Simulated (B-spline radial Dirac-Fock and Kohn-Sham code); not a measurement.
# Pr¹⁰⁺: eigenvalues, ΔSCF and the reference

System: the Pr¹⁰⁺ ion in the configuration [Kr] 4d10 5s2 5p1.

The density-functional columns are spherical, spin-unpolarised Dirac-Kohn-Sham results without Breit or QED terms: −ε is minus the orbital energy of the initial state and ΔSCF the difference of two total energies. The reference in the last column comes from multi-electron Dirac-Fock with separately optimised hole states, Breit and Lamb-shift corrections added in first order. All numbers are from a radial B-spline solver, in eV; a selection of levels is shown. For the 1s level of heavy atoms much of the gap between ΔSCF and the reference is the Breit and QED part, -165.0 eV here; for other levels the error of the functional can be larger.

```csv
level,LDA −ε,LDA ΔSCF,Dirac-Fock
1s,41902.9,42323.1,42170.5
2s,6883.2,6965.4,7023.6
2p1/2,6517.7,6619.2,6623.5
2p3/2,6036.2,6129.7,6147.3
3s,1620.4,1651.8,1693.9
3p1/2,1464.6,1497.2,1524.1
3p3/2,1369.2,1400.5,1427.8
3d3/2,1096.0,1130.9,1135.3
3d5/2,1075.5,1109.9,1115.3
4s,453.6,469.8,489.0
4p1/2,394.7,410.6,422.4
4p3/2,373.2,388.7,400.8
4d3/2,275.6,290.5,289.7
4d5/2,271.7,286.4,285.9
5s,175.9,184.6,180.7
5p,152.2,160.2,158.5
```

Values without a named source are computed, but for edge energies of neutral atoms, which are taken from tables.
